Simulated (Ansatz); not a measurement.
Calculated with Ansatz (gas phase, PBE0-D4/def2-TZVP geometries, no zero-point term in ΔE). CCSD(T)/CBS adds triple-zeta CCSD(T) − MP2 to the extrapolated MP2 energy (def2 sets, frozen cores). DFT in def2-TZVPP. B3LYP here is the variant with VWN-RPA as its local correlation; programs differ in this. def2 core potentials past Kr. For Se, Sn outer-core shells are correlated without core-valence functions, which leaves a few kJ/mol of doubt a bond. Scalar relativity is left out up to krypton. Each species was taken in one conformer, which may not be the lowest.

Consider the cleavage of the Sn–Si bond: `[CH3][SnH2][SiH2]S` + H₂Se → `[CH3][SnH2][SeH]` + `[SiH3]S`.

| level | ΔE (kJ/mol) | difference from CCSD(T)/CBS |
| --- | --- | --- |
| PBE-D4 | -44.3 | 12.0 |
| r2SCAN-D4 | -52.6 | 3.7 |
| PBE0-D4 | -48.3 | 8.0 |
| B3LYP-D4 | -53.1 | 3.2 |
| ωB97X-V | -54.4 | 1.9 |
| ωB97M-V | -54.8 | 1.5 |
| B2PLYP | -58.1 | -1.8 |
| PBE | -47.3 | 9.0 |
| r2SCAN | -53.8 | 2.5 |
| PBE0 | -51.3 | 5.0 |
| B3LYP | -57.8 | -1.5 |
| HF/def2-TZVPP | -73.4 | -17.1 |
| MP2/def2-TZVPP | -56.9 | -0.6 |
| SCS-MP2/def2-TZVPP | -59.4 | -3.1 |
| CCSD/def2-TZVPP | -54.1 | 2.2 |
| CCSD(T)/def2-TZVPP | -52.3 | 4.0 |
| HF/def2-QZVPP | -74.4 | -18.1 |
| MP2/def2-QZVPP | -59.5 | -3.2 |
| SCS-MP2/def2-QZVPP | -61.7 | -5.4 |
| HF/CBS(def2) | -74.5 | -18.2 |
| MP2/CBS(def2) | -60.9 | -4.6 |
| CCSD/CBS(def2) | -58.1 | -1.8 |
| CCSD(T)/CBS | -56.3 | 0 |

Largest T1 diagnostic among the species: 0.012.

From PBE to PBE0 (25 % exact exchange), in def2-TZVPP and without D4, ΔE moves by −4.0 kJ/mol. In def2-TZVPP, CCSD(T) changes the Hartree–Fock value by +21.2 kJ/mol (the triples alone add +1.8 kJ/mol) and MP2 by +16.6 kJ/mol. The D4 term adds +4.6 kJ/mol with B3LYP and +2.9 kJ/mol with PBE0; it sums over pairs of atoms, weighted by their polarisabilities, and B3LYP, whose exchange is more repulsive, gets the larger term.
